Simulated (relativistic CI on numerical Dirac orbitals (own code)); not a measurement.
**Hyperfine structure of Au67+, mass number 197**

Computed by Dirac-Coulomb-Breit CI, separate exchange-only KLI orbitals for each configuration, model QED (radiative potential, 1s self-energy scaled to tabulated hydrogen-like ionisation energies), unscaled Slater integrals (own radial code, finite nucleus).

Configurations in the expansion (outside the closed core [Ne]): 3s2, 3s 3p, 3p2, 3s 3d, 3d2, 3p 3d, 3p 4s, 3d 4s, 3s 4s, 3s 4p, 3s 4d, 3s 4f, 3s 5s, 3s 5p, 3s 5d, 4s2. Levels of other configurations are missing.

Nuclear spin I = 3/2, μ = 0.1452 μN, Q = 0.547 b (tables of Stone and Pyykkö). The electronic factors are computed for point nuclear moments, without core polarisation or the Bohr-Weisskopf and QED corrections.

```json
{"Level": "3s 3p 3P°_1", "E (Ry)": "12.6976", "A (GHz)": "539.8", "B (GHz)": "-29.5"}
{"Level": "3s 3p 3P°_2", "E (Ry)": "48.4808", "A (GHz)": "224.6", "B (GHz)": "315"}
{"Level": "3s 3p 1P°_1", "E (Ry)": "51.4908", "A (GHz)": "-167.3", "B (GHz)": "186"}
{"Level": "3p2 1D_2", "E (Ry)": "62.9196", "A (GHz)": "108.3", "B (GHz)": "269"}
{"Level": "3p2 3P_1", "E (Ry)": "63.1436", "A (GHz)": "-33.84", "B (GHz)": "158"}
{"Level": "3s 3d 3D_1", "E (Ry)": "65.5749", "A (GHz)": "-185.8", "B (GHz)": "28.8"}
{"Level": "3s 3d 3D_2", "E (Ry)": "66.7487", "A (GHz)": "183", "B (GHz)": "81.1"}
{"Level": "3s 3d 3D_3", "E (Ry)": "73.8537", "A (GHz)": "141", "B (GHz)": "68.4"}
```

Levels with J = 0, under 50 % of one LS term, or S terms without an open s electron are left out. Small factors come from cancelling terms and can be off by tens of per cent or more.

At this charge energies of transitions that change n are usually good to better than 1 %, and those within a shell (Δn = 0) to a few per cent.

Q: Give the hyperfine levels of 3s 3p 3P°_1 relative to its centre of gravity.

A: With K = F(F + 1) − I(I + 1) − J(J + 1), E = AK/2 + B[¾K(K + 1) − I(I + 1)J(J + 1)]/[2I(2I − 1)J(2J − 1)]: F = 1/2: -1386, F = 3/2: -510.3, F = 5/2: 802.4 GHz.

LS names give the leading component of a level, which can be under half, so a name can repeat, a term be missing and a line seem to break the LS rules.
